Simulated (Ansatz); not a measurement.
The same path of C2H2ClSi (6 atoms, charge 0, multiplicity 2) was run twice with different band settings.

These are results of UKS PBE/def2-SVP (Ansatz), not measurements.

Relaxed end points:

```xyz
6
Properties=species:S:1:pos:R:3
Si -0.552 1.284 -1.394
C -0.080 0.289 -0.047
C 0.575 -0.547 0.756
Cl 1.680 -1.799 0.224
H -2.078 1.317 -1.395
H 0.454 -0.544 1.855
```

```xyz
6
Properties=species:S:1:pos:R:3
Si -1.905 0.479 -0.377
C -0.276 -0.037 -0.062
C 0.831 -0.420 0.571
Cl 2.150 -1.241 -0.238
H -1.844 1.470 -1.536
H 1.044 -0.250 1.642
```

Common settings: movable images 5; climbing image yes; spring 5.0 eV/Å²; start path IDPP; force threshold 0.05 eV/Å; iteration limit 60; end points relaxed.

| run | optimiser | largest step |
| --- | --- | --- |
| 1 | quadratic models (default) | default |
| 2 | lbfgs | 0.02 Å |

(1) What does each run give, and how far can it be trusted?

## Answers

(1) Run 1: converged after 49 iterations, highest image 0.404 eV above the first end. The profile has 2 maxima (images 1, 4) with wells between them (image 2): this band takes more than one step, which may be the mechanism or a detour left from its start path. A vibrational analysis at the climbing image gives one clearly imaginary mode, 815i cm⁻¹: a first-order saddle point.
Run 2: not converged after 60 iterations, highest image 0.672 eV above the first end. The band didn't meet its force threshold, so its energies are provisional: the largest band force was still 0.20 eV/Å, and over the last iterations the top stayed at 0.67 eV.
